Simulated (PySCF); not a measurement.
Si(F)(Me)3 (C₃H₉FSi), SMILES C[Si](C)(C)F. Geometry optimised at PBE0-D3(BJ)/def2-SVP.

### Question
Give the equilibrium geometry at PBE0-D3(BJ)/def2-SVP (PySCF confirms it by a frequency run) as a Z-matrix, and its point group. (Estimate from the structure and the level; the computed values follow.)

### Answer
point group C3v.
```
Si
F 1 1.6411
C 1 1.8666 2 107.05
H 3 1.1011 1 111.03 2 60.06
H 3 1.1011 4 107.96 1 121.92
H 3 1.1018 4 107.89 5 116.35
C 1 1.8666 2 107.05 3 120.00
H 7 1.1011 1 111.03 2 -60.06
H 7 1.1011 8 107.96 1 -121.92
H 7 1.1018 8 107.89 9 -116.35
C 1 1.8666 2 107.05 3 -120.00
H 11 1.1011 1 111.03 2 -60.06
H 11 1.1011 12 107.96 1 -121.92
H 11 1.1018 12 107.89 13 -116.35
```
Charge 0, spin multiplicity 1.
